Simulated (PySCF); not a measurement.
An unknown shows these calculated signals:

$^{1}$H NMR (500 MHz, computed): δ 5.92 (m, 1H), 5.50 (m, 1H), 5.36 (m, 1H), 3.85 (d, 3H), 3.53 (s, 3H), 3.11 (m, 1H), 1.35 (m, 1H), -0.18 (m, 1H).

$^{13}$C{$^{1}$H} NMR (computed): δ 146.2 (CH), 119.9 (CH2), 69.1 (CH), 60.6 (CH3), 31.6 (CH), 9.3 (CH).

PySCF 2.14 calculation with structure optimised with GFN2-xTB and PBE0/pcSseg-1 with gauge-including orbitals; one averaged value for each set of equivalent atoms, non-relativistic, in vacuum, one conformer.

Shifts are taken against calculated references (same method and geometry level): $^{1}$H (σref 31.72), $^{13}$C (σref 186.93) vs TMS.

Which of these does the molecule contain: a nitrile, a methoxy group, a Si–CH3 group, a carboxylic acid, a vinyl group CH=CH2, a non-aromatic C=C double bond?

Answers


- A nitrile: no.
- A methoxy group: yes (δC 60.6; δH 3.53 (s)).
- A Si–CH3 group: no.
- A carboxylic acid: no.
- A vinyl group CH=CH2: yes (δC 119.9, 146.2; δH 5.36 (m), 5.50 (m), 5.92 (m)).
- A non-aromatic C=C double bond: yes.

The data belong to `C=C[C@@H]1[C@@H]([SiH3])[C@@H]1OC`, C₆H₁₂OSi; they needn't prove each group on their own.

Carbon signals by region: 2 in the sp2 and nitrile region (100–160 ppm), 2 at 50–100 ppm, 2 below 50 ppm.

Shifts are as computed. Against solution values, carbons near 30 ppm lie about +3 ppm off and those near 130 ppm about +5 ppm. Of 1211 compounds with measured shifts, 218 miss one by over three times the rms of a fit or turn the order of signals round; such compounds aren't used in these exercises. No couplings were computed; multiplicities are counted from neighbouring protons, with m where these are inequivalent, close in shift, in a saturated or five-membered ring or joined by F or P, and br s for small geminal =CH2 splittings.
